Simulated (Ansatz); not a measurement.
Computed with Ansatz on PBE0-D4/def2-TZVP structures; ΔE is electronic, products minus reactants. CCSD(T)/CBS is the MP2 limit (def2-TZVPP, def2-QZVPP) plus CCSD(T) − MP2 in def2-TZVPP, frozen cores. DFT in def2-TZVPP. B3LYP here is the variant with VWN-RPA as its local correlation; programs differ in this. For Br, Ge outer-core shells are correlated without core-valence functions, which leaves a few kJ/mol of doubt a bond. Scalar relativity is left out up to krypton. Each species was taken in one conformer, which may not be the lowest.

Reaction (ligand exchange at a Ge–Br bond): `[OH][GeH2][Br]` + `C[SiH](O)O` → `C[SiH](O)[O][GeH2][OH]` + HBr

```tsv
level	ΔE (kJ/mol)	difference from CCSD(T)/CBS
PBE-D4	34.6	8.5
PBE0-D4	34.6	8.5
B3LYP-D4	27.1	1.0
B2PLYP	30.8	4.7
r2SCAN	32.4	6.3
PBE0	40.6	14.5
SCS-MP2/def2-TZVPP	23.3	-2.8
HF/def2-QZVPP	34.2	8.1
HF/CBS(def2)	34.1	8.0
CCSD/CBS(def2)	28.0	1.9
CCSD(T)/CBS	26.1	0
```

Largest T1 diagnostic among the species: 0.012.

In def2-TZVPP, CCSD(T) changes the Hartree–Fock value by −14.1 kJ/mol (the triples alone add −1.9 kJ/mol) and MP2 by −10.3 kJ/mol. The D4 term adds −10.2 kJ/mol with B3LYP and −6.1 kJ/mol with PBE0; it sums over pairs of atoms, weighted by their polarisabilities, and B3LYP, whose exchange is more repulsive, gets the larger term.
